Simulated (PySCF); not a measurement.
## 29Si chemical shifts

- PBE0/pcSseg-1 with gauge-including orbitals
- structure optimised with GFN2-xTB
- run in PySCF 2.14
- a single conformation, gas phase, non-relativistic Hamiltonian, averaged over atoms made equivalent by symmetry, fast rotation or ring inversion

Shieldings were converted by a linear fit to measured shifts: 29Si (scatter 8.9 ppm rms, 25.8 ppm with the 6 outliers that the fit left out vs TMS, solution or neat liquid). A few per cent of atoms miss by over 2 rms, more outside the fitted compound classes.

**Question.** Give the 29Si shifts of `F[SiH2]OC1CC1`, `CN(C)[Si@H](N)/C(F)=C/[SiH3]`, `F[Si](F)(F)S`, `CCC#CC[SiH2]C`.

**Answer.** 
```
                                                           compound                       environment  δ (ppm)
                                                      F[SiH2]OC1CC1       silicon bonded to F, O, 2 H    -30.5
[CH3:1][N:2]([CH3:3])[Si@H:4]([NH2:5])/[C:6]([F:7])=[CH:8]/[SiH3:9]  Si4: silicon bonded to C, 2 N, H    -34.8
[CH3:1][N:2]([CH3:3])[Si@H:4]([NH2:5])/[C:6]([F:7])=[CH:8]/[SiH3:9]     Si9: silicon bonded to C, 3 H    -82.4
                                                       F[Si](F)(F)S          silicon bonded to 3 F, S    -48.9
                                                      CCC#CC[SiH2]C        silicon bonded to 2 C, 2 H    -41.0
```
